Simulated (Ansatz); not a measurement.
`Sc1cnc(-c2cnc(-c3cnc(-c4cnc(S)s4)s3)s2)s1`, relaxed as a singlet with RKS PBE-D4/def2-SVP in Ansatz, starting from the GFN2-xTB geometry. Force threshold 0.03 eV/Å.

Start:

```tsv
atom	x (Å)	y (Å)	z (Å)
S1	-4.7314	5.8434	3.7411
C2	-3.8739	4.5375	2.9637
C3	-4.3387	3.2939	2.6235
N4	-3.4422	2.4949	2.0332
C5	-2.2839	3.0507	1.8908
C6	-1.1523	2.4326	1.2994
C7	0.1155	2.9435	1.1054
N8	0.9889	2.1253	0.5178
C9	0.4657	0.9685	0.2321
C10	1.1840	-0.0818	-0.3984
C11	2.5064	-0.0528	-0.7972
N12	2.9622	-1.1656	-1.3712
C13	2.0581	-2.0932	-1.4523
C14	2.2767	-3.3753	-2.0183
C15	1.4042	-4.4296	-2.1558
N16	1.9040	-5.5298	-2.7390
C17	3.1470	-5.3704	-3.0649
S18	4.0900	-6.6024	-3.8358
S19	3.8323	-3.8096	-2.6730
S20	0.4933	-1.6268	-0.7865
S21	-1.2260	0.8101	0.6949
S22	-2.2099	4.7075	2.5129
H23	-5.8771	5.1710	3.8597
H24	-5.3370	2.9346	2.7939
H25	0.4263	3.9328	1.3915
H26	3.1554	0.7929	-0.6684
H27	0.3782	-4.4279	-1.8349
H28	3.0842	-7.4740	-3.8642
```

| step | energy (eV) | largest force component (eV/Å) | SCF passes |
| --- | --- | --- | --- |
| 1 | -83431.4232 | 1.349 | 29 |
| 2 | -83431.6966 | 0.525 | 22 |
| 3 | -83431.7311 | 0.097 | 23 |
| 4 | -83431.7322 | 0.066 | 23 |
| 5 | -83431.7325 | 0.011 | 24 |

Force components are those of the run's own axes.

End:

| atom | x (Å) | y (Å) | z (Å) |
| --- | --- | --- | --- |
| S1 | -4.780 | 5.907 | 3.778 |
| C2 | -3.944 | 4.570 | 2.999 |
| C3 | -4.392 | 3.300 | 2.645 |
| N4 | -3.477 | 2.491 | 2.047 |
| C5 | -2.307 | 3.082 | 1.913 |
| C6 | -1.141 | 2.483 | 1.318 |
| C7 | 0.143 | 2.998 | 1.119 |
| N8 | 1.040 | 2.177 | 0.522 |
| C9 | 0.495 | 1.003 | 0.235 |
| C10 | 1.215 | -0.070 | -0.405 |
| C11 | 2.551 | -0.057 | -0.814 |
| N12 | 3.012 | -1.190 | -1.398 |
| C13 | 2.073 | -2.119 | -1.467 |
| C14 | 2.266 | -3.427 | -2.035 |
| C15 | 1.392 | -4.500 | -2.180 |
| N16 | 1.895 | -5.620 | -2.772 |
| C17 | 3.159 | -5.442 | -3.097 |
| S18 | 4.166 | -6.652 | -3.881 |
| S19 | 3.832 | -3.865 | -2.694 |
| S20 | 0.512 | -1.622 | -0.790 |
| S21 | -1.203 | 0.850 | 0.703 |
| S22 | -2.268 | 4.743 | 2.549 |
| H23 | -5.960 | 5.236 | 3.901 |
| H24 | -5.417 | 2.941 | 2.822 |
| H25 | 0.446 | 4.013 | 1.419 |
| H26 | 3.201 | 0.818 | -0.677 |
| H27 | 0.343 | -4.486 | -1.847 |
| H28 | 3.146 | -7.557 | -3.913 |

By distances, no bond broke or formed. The bond that changes most is S18–H28, from 1.33 to 1.36 Å (atoms count from 1).

No frequencies were taken in this run, so the end may be a saddle point.

It took 12 s on 2 threads of AMD EPYC 7R13 on a shared host and a share (18 GiB) of an NVIDIA H100 80GB HBM3, peak host memory 1.1 GiB.
